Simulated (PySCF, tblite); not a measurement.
Isomers of C7H10F3P. All values are computed: GFN2-xTB (tblite) harmonic vibrations without scaling, gas phase. Against measured fundamentals such values can be off by several per cent, at times by over 20. One conformer each.

Electronic energies: PBE0/pcSseg-1 single points on the GFN2-xTB geometries (PySCF, gas phase).

```json
{"SMILES": "C=CP(CCC)C(F)=C(F)F", "electronic energy, lowest = 0 (kcal/mol)": "55.6"}
{"SMILES": "C=C/C(C)=P/CCC(F)(F)F", "electronic energy, lowest = 0 (kcal/mol)": "22.1"}
{"SMILES": "CC(C)=C=PCCC(F)(F)F", "electronic energy, lowest = 0 (kcal/mol)": "27.9"}
{"SMILES": "CCC1=CCCP1C(F)(F)F", "electronic energy, lowest = 0 (kcal/mol)": "8.0"}
{"SMILES": "C=[P@@](C)(/C=C/C)C(F)=C(F)F", "electronic energy, lowest = 0 (kcal/mol)": "89.4"}
{"SMILES": "CC(C)(C)/C=P\\C(F)=C(F)F", "electronic energy, lowest = 0 (kcal/mol)": "56.2"}
{"SMILES": "CC1=C(C(F)(F)F)P(C)CC1", "electronic energy, lowest = 0 (kcal/mol)": "0.0"}
```

Question: How do GFN2-xTB zero-point energies change the relative energies?

Answer: 
```tsv
SMILES	ZPE (kcal/mol)	of it from modes above 1550 cm⁻¹	electronic (kcal/mol)	with ZPE, lowest = 0 (kcal/mol)	lowest mode (cm⁻¹)	rings
CC1=C(C(F)(F)F)P(C)CC1	97.4	45.3	0.0	0.0	36	1
CCC1=CCCP1C(F)(F)F	98.3	45.3	8.0	8.9	30	1
C=C/C(C)=P/CCC(F)(F)F	97.2	45.6	22.1	21.9	29	0
CC(C)=C=PCCC(F)(F)F	97.0	45.6	27.9	27.5	12i	0
C=CP(CCC)C(F)=C(F)F	96.2	47.9	55.6	54.3	15	0
CC(C)(C)/C=P\C(F)=C(F)F	97.6	45.9	56.2	56.4	32	0
C=[P@@](C)(/C=C/C)C(F)=C(F)F	93.2	47.9	89.4	85.2	35	0
```

The zero-point energies span 5.1 kcal/mol, from `C=[P@@](C)(/C=C/C)C(F)=C(F)F` to `CCC1=CCCP1C(F)(F)F`. Slightly imaginary modes are left out of the zero-point energy: `CC(C)=C=PCCC(F)(F)F` 12.1i cm⁻¹. The order is unchanged.

Question: And how do the electronic energies of GFN2-xTB itself compare?

Answer: `CC1=C(C(F)(F)F)P(C)CC1` 0.0; `CCC1=CCCP1C(F)(F)F` 7.0; `C=C/C(C)=P/CCC(F)(F)F` 33.8; `CC(C)=C=PCCC(F)(F)F` 37.5; `C=CP(CCC)C(F)=C(F)F` 50.9; `CC(C)(C)/C=P\C(F)=C(F)F` 46.3; `C=[P@@](C)(/C=C/C)C(F)=C(F)F` 83.6 kcal/mol, lowest = 0. Against the energies above, taken from the same isomer `CC1=C(C(F)(F)F)P(C)CC1`, the largest difference is 11.7 kcal/mol.

Question: What do entropy and thermal enthalpy add at 298.15 K and 1 bar (rigid rotor, harmonic oscillator, one conformer each)?

Answer: 
```tsv
SMILES	point group	symmetry number	S (cal/(mol K))	H − H(0) (kcal/mol)	ZPE + H − H(0) − TS (kcal/mol)
CC1=C(C(F)(F)F)P(C)CC1	C1	1	111.0	8.42	72.8
CCC1=CCCP1C(F)(F)F	C1	1	110.9	8.22	73.4
C=C/C(C)=P/CCC(F)(F)F	C1	1	115.0	8.63	71.5
CC(C)(C)/C=P\C(F)=C(F)F	C1	1	115.1	8.94	72.3
C=[P@@](C)(/C=C/C)C(F)=C(F)F	C1	1	119.3	9.61	67.3
```

Not tabulated: `CC(C)=C=PCCC(F)(F)F` (lowest mode only 12i cm⁻¹); `C=CP(CCC)C(F)=C(F)F` (lowest mode only 15 cm⁻¹).
